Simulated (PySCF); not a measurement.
Run record: geometry optimisation, `FC(F)(F)C1=CC=C(S)C=C1` (4-(trifluoromethyl)thiophenol).

Computed with PBE0-D3(BJ)/def2-SVP geometry optimisation, gas phase (PySCF 2.14.0). Start geometry: GFN2-xTB. A driver script takes a list of jobs; this job's settings line and coordinates (Å) are shown.

Input:
```
{"job": {"xc": "PBE0", "basis": "def2-SVP", "d3": "d3bj", "grid": 1, "kind": "geom"}, "charge": 0, "multiplicity": 1}
F     -2.843879    -1.569356    -0.348887
C     -2.415906    -0.299446    -0.419632
F     -2.772563     0.156987    -1.630216
F     -3.157370     0.392640     0.470724
C     -0.945705    -0.165784    -0.154231
C     -0.225006     0.859647    -0.753026
C      1.122451     0.999908    -0.486107
C      1.752019     0.117140     0.384844
S      3.466299     0.247443     0.760674
C      1.025124    -0.906634     0.987102
C     -0.320498    -1.047478     0.720396
H     -0.716443     1.541278    -1.429905
H      1.681988     1.795690    -0.954962
H      3.706059     1.311652    -0.004765
H      1.522814    -1.584640     1.662768
H     -0.886982    -1.840103     1.183813
```

Output:
```
step   0  E = -966.22319354  max force = 0.016609
step   1  E = -966.22454311  max force = 0.006980
step   2  E = -966.22462391  max force = 0.001804
step   3  E = -966.22465018  max force = 0.001026
step   4  E = -966.22465580  max force = 0.000665
step   5  E = -966.22466132  max force = 0.000377
optimisation converged
```

Energies in Eh; «max force» is the largest Cartesian gradient component in Eh/bohr.

Question: How much energy does the optimisation release, in eV?

Answer: E(step 0) − E(last step) = 0.001468 Eh, which is 0.040 eV.

Question: Give the first gradient maximum in eV/Å.

Answer: With 1 Eh/bohr = 51.422 eV/Å, 0.854 eV/Å.

In short: final energy -966.22466 Eh after 5 steps; dipole 2.43 D.

Question: Where do the atoms end?

Answer: 0.091 Å rms from the input after alignment:
```
atom  x, y, z in Å
F1    -2.8887   -1.5299   -0.1185
C2    -2.4369   -0.3081   -0.4165
F3    -2.7267   -0.0693   -1.7005
F4    -3.1515    0.5623    0.3090
C5    -0.9656   -0.1762   -0.1518
C6    -0.2388    0.8439   -0.7667
C7     1.1156    1.0020   -0.5015
C8     1.7656    0.1349    0.3871
S9     3.4785    0.2619    0.7764
C10    1.0333   -0.8905    1.0002
C11   -0.3212   -1.0424    0.7312
H12   -0.7346    1.5189   -1.4675
H13    1.6716    1.8033   -0.9935
H14    3.7388    1.3301   -0.0053
H15    1.5291   -1.5766    1.6908
H16   -0.8836   -1.8473    1.2075
```

Cost: about 2.4 min of CPU time on one thread; the machine was shared, so the figure is rough.
Labels such as C1 count atoms from 1, the log's own numbers from 0.
